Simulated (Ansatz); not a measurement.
Program: Ansatz. Geometries: PBE0-D4/def2-TZVP. ΔE: electronic, gas phase. CCSD(T)/CBS adds triple-zeta CCSD(T) − MP2 to the extrapolated MP2 energy (def2 sets, frozen cores). This one scheme is used for every species. def2 core potentials past Kr. For I outer-core shells are correlated without core-valence functions, which leaves a few kJ/mol of doubt a bond. One conformer a species, not always the lowest.

`C=C(S)CC` + HI → `C=C(S)I` + `CC`  (substitution at a C–C bond)

```json
{"species": "`C=C(S)CC`", "CCSD(T)/CBS(def2) energy (Eh)": "-554.78344"}
{"species": "HI", "CCSD(T)/CBS(def2) energy (Eh)": "-298.03592"}
{"species": "`C=C(S)I`", "CCSD(T)/CBS(def2) energy (Eh)": "-773.09187"}
{"species": "`CC`", "CCSD(T)/CBS(def2) energy (Eh)": "-79.71954"}
```

**Question.** Work out ΔE.

**Answer.** ΔE = (-773.09187) + (-79.71954) − (-554.78344) − (-298.03592) = 0.00795 Eh = +20.9 kJ/mol.

**Question.** What do rigid-rotor, harmonic-oscillator terms from PBE0-D4/def2-TZVP frequencies (298.15 K, 1 bar) make of the CCSD(T)/CBS value? (Best estimate.)

**Answer.** Computed: ΔZPE = +6.4 kJ/mol, ΔH = +26.2 kJ/mol, ΔS = 8 J/(mol·K), ΔG = +23.7 kJ/mol.

Largest T1 diagnostic among the species: 0.011.

From BLYP to BHLYP (50 % exact exchange), in def2-TZVPP and without D4, ΔE moves by +15.8 kJ/mol. Leaving LDA and LC-ωPBE aside and taking each functional with its dispersion term where it has one, the values, not all of them listed here, spread over 13.8 kJ/mol, from BLYP-D4 to CAM-B3LYP-D4. LDA lies +14.5 kJ/mol from PBE without D4. At CCSD(T), def2-SVP lies +22.6 kJ/mol from the extrapolated value and def2-TZVPP +5.0 kJ/mol.
